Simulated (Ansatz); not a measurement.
AsH2 (SMILES [AsH2]) moved off its minimum; all values from Ansatz (a first-principles code), cores frozen in correlated methods. Open shells are unrestricted.
(charge 0, multiplicity 2)
```xyz
3

As     0.0326     0.0170    -0.0298
H     -1.0406    -0.9667    -0.1081
H      1.0210    -1.0155    -0.0655
```

Forces at B3LYP/def2-TZVPP (eV/Å):

```json
[
 {"atom": "As1", "Fx": "-0.426", "Fy": "2.470", "Fz": "0.128"},
 {"atom": "H2", "Fx": "-1.075", "Fy": "-0.946", "Fz": "-0.076"},
 {"atom": "H3", "Fx": "1.501", "Fy": "-1.525", "Fz": "-0.052"}
]
```

Q: Give the forces (eV/Å), the total energy and the dipole at CCSD(T)/aug-cc-pVTZ.

A: 
```json
[
 {"atom": "As1", "Fx": "-0.439", "Fy": "2.528", "Fz": "0.131"},
 {"atom": "H2", "Fx": "-1.131", "Fy": "-0.965", "Fz": "-0.079"},
 {"atom": "H3", "Fx": "1.570", "Fy": "-1.562", "Fz": "-0.052"}
]
```
Energy -2235.5374 hartree, dipole 0.46 D.
